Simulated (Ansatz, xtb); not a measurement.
## F2HSi2+: where a starting geometry ends

The starting geometry of this gas-phase singlet has its atoms placed at random.

```yaml
atoms:
  - { symbol: F, position_ang: [-1.7397, -0.4265, -1.0381] }
  - { symbol: F, position_ang: [-0.7723, -0.0312, -0.6266] }
  - { symbol: Si, position_ang: [0.6124, -1.5977, -0.4237] }
  - { symbol: Si, position_ang: [1.9237, -0.2711, -0.0398] }
  - { symbol: H, position_ang: [-0.3475, 0.1542, -1.5700] }
```

Guess where an optimisation with r2SCAN-D4/def2-SVP ends from this start.

It ends as a structure with F1 bridging Si3 and Si4, given below by its coordinates. Distances that change by over a tenth: F2–H5 (1.05 → 0.94 Å), Si3–Si4 (1.90 → 2.45 Å). Contacts that open: F1–F2 (1.12 → 2.67 Å). Contacts that close: F1–Si3 (2.70 → 1.83 Å), F1–Si4 (3.80 → 1.91 Å).

The energy falls by 17.06 eV over 39 steps:

```
step  E − E(last) (eV)
   1            17.058
   5             7.082
   9             1.842
  14             1.097
  18             0.850
  22             0.806
  26             0.644
  31             0.319
  35             0.002
  39             0.000
```

Final geometry (Å):

```yaml
atoms:
  - { symbol: F, position_ang: [-1.1432, -1.2791, -0.1388] }
  - { symbol: F, position_ang: [0.2963, 0.6528, -1.2908] }
  - { symbol: Si, position_ang: [-0.3420, -2.3056, -1.4186] }
  - { symbol: Si, position_ang: [0.6728, -0.8093, 0.2385] }
  - { symbol: H, position_ang: [0.1928, 1.5688, -1.0885] }
```

From the same start GFN2-xTB ends elsewhere, differing in F1–Si4 (3.84 against 1.91 Å here), F2–Si3 (1.58 against 3.03 Å here), F2–H5 (3.59 against 0.94 Å here), Si4–H5 (1.50 against 2.77 Å here).

From so rough a start the end depends on the optimiser's path, so another program may land elsewhere. The end wasn't checked by frequencies. Run with Ansatz 0.2.0, 80 s on 1 thread of Intel(R) Xeon(R) Platinum 8259CL CPU @ 2.50GHz (Skylake/Cascade Lake) (shared host).
